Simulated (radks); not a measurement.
The mean radii <r> (bohr) of the occupied orbitals of an atom or ion are listed with their occupations. Calculated with a radial shooting solver on a logarithmic mesh with Libxc functionals: scalar-relativistic Kohn-Sham, SCAN, spin-polarised, spherical densities, finite nucleus; meta-GGA in the generalised Kohn-Sham scheme; Fermi nuclear charge, rms radius of each element as measured or else 0.836 A^(1/3) + 0.57 fm.

| orbital | occ. | <r> |
|---|---|---|
| 1s up | 1 | 0.09100 |
| 1s down | 1 | 0.09098 |
| 2s up | 1 | 0.4422 |
| 2s down | 1 | 0.4423 |
| 2p up | 3 | 0.4058 |
| 2p down | 3 | 0.4059 |
| 3s up | 1 | 1.489 |
| 3s down | 1 | 1.507 |
| 3p up | 3 | 1.685 |
| 3p down | 1 | 1.728 |

Name the element and its charge. Open shells, if any, are filled with parallel spins first.

Answer. Z = 17, chlorine, charge +1: Cl+ in [Ne] 3s2 3p4. The 1s radius gives Z: for a bare nucleus <r> = (2 gamma + 1)/(2Z) with gamma = sqrt(1 - (Z/c)^2), 0.08778 bohr for Z = 17, and screening makes it slightly larger (0.09100 here). The occupations add up to 16, and the charge is Z minus that.
